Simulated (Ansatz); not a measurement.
C$_{2}$H$_{8}$BN (SMILES BN(C)C), singlet, geometry from GFN2-xTB, with bond 10-6 at 1.4 times its length; SC-NEVPT2/STO-3G, CASSCF(2,3) (Ansatz, a quantum-chemistry and plane-wave program).

Input for Ansatz:
Ansatz 0.2 input:
```yaml
crystal:
  periodic: [false, false, false]
  atoms:
    - {symbol: B, position_ang: [0.23009661, -1.15901279, -0.98530633]}
    - {symbol: H, position_ang: [-0.46390492, -1.25965689, -1.92417169]}
    - {symbol: H, position_ang: [1.09557682, -1.92211890, -0.78073706]}
    - {symbol: N, position_ang: [0.02410800, -0.12143369, -0.10323388]}
    - {symbol: C, position_ang: [0.81351176, 0.10431123, 1.08568386]}
    - {symbol: C, position_ang: [-1.00859470, 0.87833523, -0.25031104]}
    - {symbol: H, position_ang: [1.29552777, 1.08718994, 1.04720049]}
    - {symbol: H, position_ang: [0.18118947, 0.07330953, 1.97959569]}
    - {symbol: H, position_ang: [1.58091833, -0.65963152, 1.17213212]}
    - {symbol: H, position_ang: [-1.95296709, 0.86004732, 0.95781701]}
    - {symbol: H, position_ang: [-0.56880812, 1.87915284, -0.31975764]}
    - {symbol: H, position_ang: [-1.58609438, 0.68570363, -1.14996756]}
basis:
  gaussian:
    orbitals: STO-3G
magnetization: {spin_polarized: false}
correlation: {method: sc_nevpt2, electrons: all, active_space: {window: {electrons: 2, orbitals: 3}}}
```

Problem. What does Ansatz print? Leave out banner, timings and long lists.

Solution. 
```
Functional definition: HF
383 factors; integrals over basis functions are off by at most 4.7e-5 eV
mean field evaluation 1: about -4285.2264 eV, gradient 1.7e1 eV
mean field evaluation 2: about -4285.4433 eV, gradient 1.7e1 eV
mean field evaluation 4: about -4286.6642 eV, gradient 1.3e0 eV
mean field evaluation 8: about -4286.6706 eV, gradient 4.7e-5 eV
mean field -4286.67061861 eV, -157.5322396242 hartree, gradient 7.4e-7 eV, S^2 0.000000; 0 other end points of the search recorded, 0 dependent functions left out
reference -4286.67061861 eV, -157.5322396242 hartree; 16, 16 occupied and 12, 12 virtual orbitals, 383 factors
state -4287.76500721 eV, -157.5724576636 hartree
state -4287.76500721 eV, -157.5724576636 hartree; corrected -4292.84357931 eV, -157.7590917458 hartree
Total energy: -4292.84357931 eV, -157.7590917458 hartree
```
